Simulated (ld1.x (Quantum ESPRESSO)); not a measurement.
**Cutoff test, F, PAW**

- Element: fluorine (F)
- Generator: ld1.x (Quantum ESPRESSO) 7.5
- Type: PAW
- Functional: LDA (PZ)
- Relativity: scalar-relativistic
- Frozen core: [He]
- Valence charge: 7
- Reference configuration: 2s2 2p3 (charge +2)
- Partial waves: 2s (bound): rcut 0.50, rcutus 0.60 bohr; 2s channel at -0.25 Ry: rcut 0.50, rcutus 0.60 bohr; 2p (bound): rcut 0.95, rcutus 1.25 bohr; 2p channel at -2 Ry: rcut 0.95, rcutus 1.25 bohr
- Local potential: all-electron potential smoothed inside 0.50 bohr (lloc = -1)
- Core correction: Bessel-smoothed model core inside 0.25 bohr
- Augmentation charge: BESSEL, radius 0.55 bohr

The pseudo-atom Hamiltonian at the reference potential is diagonalised in spherical Bessel functions j_l(qr) that vanish at 20 bohr, with q² up to the cutoff. All-electron valence levels (Ry): 2s -4.9690, 2p -3.6098.

Q: How do the lowest levels (Ry) of each channel move with the cutoff, and are there ghosts?

A:

```json
{"cutoff (Ry)": "8", "s #1": "-4.6355", "p #1": "-2.1652", "p #2": "-0.6228", "d #1": "-0.5386", "d #2": "-0.2832", "f #1": "-0.2547", "f #2": "-0.1394", "Σ f·Δε (mRy)": "5000.7"}
{"cutoff (Ry)": "21", "s #1": "-4.8176", "p #1": "-3.3254", "p #2": "-0.7952", "d #1": "-0.5491", "d #2": "-0.2877", "f #1": "-0.2547", "f #2": "-0.1394", "Σ f·Δε (mRy)": "1156.1"}
{"cutoff (Ry)": "45", "s #1": "-4.8832", "p #1": "-3.6076", "p #2": "-0.8480", "d #1": "-0.5512", "d #2": "-0.2886", "f #1": "-0.2547", "f #2": "-0.1394", "Σ f·Δε (mRy)": "178.1"}
{"cutoff (Ry)": "70", "s #1": "-4.9445", "p #1": "-3.6094", "p #2": "-0.8496", "d #1": "-0.5515", "d #2": "-0.2888", "f #1": "-0.2547", "f #2": "-0.1394", "Σ f·Δε (mRy)": "50.2"}
{"cutoff (Ry)": "120", "s #1": "-4.9680", "p #1": "-3.6097", "p #2": "-0.8496", "d #1": "-0.5516", "d #2": "-0.2888", "f #1": "-0.2547", "f #2": "-0.1394", "Σ f·Δε (mRy)": "2.2"}
{"cutoff (Ry)": "230", "s #1": "-4.9690", "p #1": "-3.6098", "p #2": "-0.8496", "d #1": "-0.5517", "d #2": "-0.2888", "f #1": "-0.2547", "f #2": "-0.1394", "Σ f·Δε (mRy)": "0.2"}
{"cutoff (Ry)": "400", "s #1": "-4.9691", "p #1": "-3.6098", "p #2": "-0.8496", "d #1": "-0.5517", "d #2": "-0.2888", "f #1": "-0.2547", "f #2": "-0.1394", "Σ f·Δε (mRy)": "0.0"}
```

Result: no extra level below or beside the all-electron valence levels (s, p, d, f tested); 10 mRy is reached at 100 Ry and 1 mRy at 180 Ry.
